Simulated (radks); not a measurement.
Results of a calculation; reference values are marked as such.
The nuclear charge of the mercury ion Hg2+ is varied continuously with 78 electrons held in [Xe] 4f14 5d10. Code: a radial shooting solver on a logarithmic mesh with Libxc functionals. Model: Dirac Kohn-Sham, PBE, spin-unpolarised, spherical densities, point nucleus. By the Hellmann-Feynman theorem dE/dZ = E(electron-nucleus)/Z, the electronic potential at the nucleus.

| Z | E (hartree) | E(electron-nucleus)/Z (hartree) | HOMO | e(HOMO) (eV) | <r> HOMO (bohr) |
|---|---|---|---|---|---|
| 79 | -19047.7501 | -607.138 | 5d5/2 | -14.731 | 1.606 |
| 79.2 | -19169.4242 | -609.604 | 5d5/2 | -17.205 | 1.574 |
| 79.4 | -19291.5919 | -612.073 | 5d5/2 | -19.775 | 1.544 |
| 79.6 | -19414.2538 | -614.546 | 5d5/2 | -22.437 | 1.516 |
| 79.8 | -19537.4107 | -617.023 | 5d5/2 | -25.187 | 1.490 |
| 80 | -19661.0633 | -619.504 | 5d5/2 | -28.022 | 1.465 |
| 80.2 | -19785.2126 | -621.990 | 5d5/2 | -30.938 | 1.442 |
| 80.4 | -19909.8594 | -624.479 | 5d5/2 | -33.935 | 1.420 |
| 80.6 | -20035.0047 | -626.974 | 5d5/2 | -37.009 | 1.399 |
| 80.8 | -20160.6492 | -629.473 | 5d5/2 | -40.157 | 1.379 |
| 81 | -20286.7941 | -631.977 | 5d5/2 | -43.380 | 1.360 |

The central difference of E at Z = 80 is -619.505 hartree, to compare with the third column; the second derivative is -12.4 hartree.
